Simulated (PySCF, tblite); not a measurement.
Isomers of C5H6FO2S (doublet state), one GFN2-xTB conformer each. Single-point energies are computed at B3LYP/pcH-1 (PySCF, gas phase, no added dispersion term), electronic only. GFN2-xTB treats the open shell by occupation alone, and not every SCF solution was tested for stability.

| SMILES | GFN2-xTB relative energy (kcal/mol) |
| --- | --- |
| O=S1(=O)[C]=CC[C@H]1CF | 8.9 |
| O=S1(=O)C=[C]C[C@@H]1CF | 0.0 |

Conformers: `[O:1]=[S:2]1(=[O:3])[C:4]=[CH:5][CH2:6][C@H:7]1[CH2:8][F:9]` (doublet state) with C6–C7–C8–F9 -64°, O1–S2–C4–C5 98°, C4–C5–C6–C7 15°, C5–C6–C7–C8 -140°, O1–S2–C7–C6 -92°; `[O:1]=[S:2]1(=[O:3])[CH:4]=[C:5][CH2:6][C@@H:7]1[CH2:8][F:9]` (doublet state) with C6–C7–C8–F9 67°, O1–S2–C4–C5 -126°, C4–C5–C6–C7 16°, C5–C6–C7–C8 93°, O1–S2–C7–C6 135°.

What does B3LYP/pcH-1 give for the same structures?

| SMILES | B3LYP/pcH-1 E (Eh) | B3LYP/pcH-1 (kcal/mol) | GFN2-xTB (kcal/mol) | point group |
| --- | --- | --- | --- | --- |
| O=S1(=O)C=[C]C[C@@H]1CF | -842.46552 | 0.0 | 0.0 | C1 |
| O=S1(=O)[C]=CC[C@H]1CF | -842.45550 | 6.3 | 8.9 | C1 |

Both levels put the same isomer lowest. 

What happens when harmonic zero-point energies from GFN2-xTB frequencies are added?

```json
{"SMILES": "O=S1(=O)C=[C]C[C@@H]1CF", "ZPE (kcal/mol)": "64.1", "electronic (kcal/mol)": "0.0", "with ZPE (kcal/mol)": "0.0"}
{"SMILES": "O=S1(=O)[C]=CC[C@H]1CF", "ZPE (kcal/mol)": "64.6", "electronic (kcal/mol)": "6.3", "with ZPE (kcal/mol)": "6.7"}
```

The zero-point energies span 0.5 kcal/mol. The order is unchanged.
